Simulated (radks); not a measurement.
Q: The mean radii <r> (bohr) of the occupied orbitals of an atom or ion are listed with their occupations. Calculated with a radial shooting solver on a logarithmic mesh with Libxc functionals: scalar-relativistic Kohn-Sham, exchange-only LDA, spin-polarised, spherical densities, point nucleus.

| orbital | occ. | <r> |
|---|---|---|
| 1s up | 1 | 0.04415 |
| 1s down | 1 | 0.04415 |
| 2s up | 1 | 0.1949 |
| 2s down | 1 | 0.1948 |
| 2p up | 3 | 0.1700 |
| 2p down | 3 | 0.1699 |
| 3s up | 1 | 0.5051 |
| 3s down | 1 | 0.5057 |
| 3p up | 3 | 0.4971 |
| 3p down | 2 | 0.4977 |

Name the element and its charge. Open shells, if any, are filled with parallel spins first.

A: Z = 34, selenium, charge +17: Se17+ in [Ne] 3s2 3p5. The 1s radius gives Z: for a bare nucleus <r> = (2 gamma + 1)/(2Z) with gamma = sqrt(1 - (Z/c)^2), 0.0432 bohr for Z = 34, and screening makes it slightly larger (0.04415 here). The occupations add up to 17, and the charge is Z minus that.
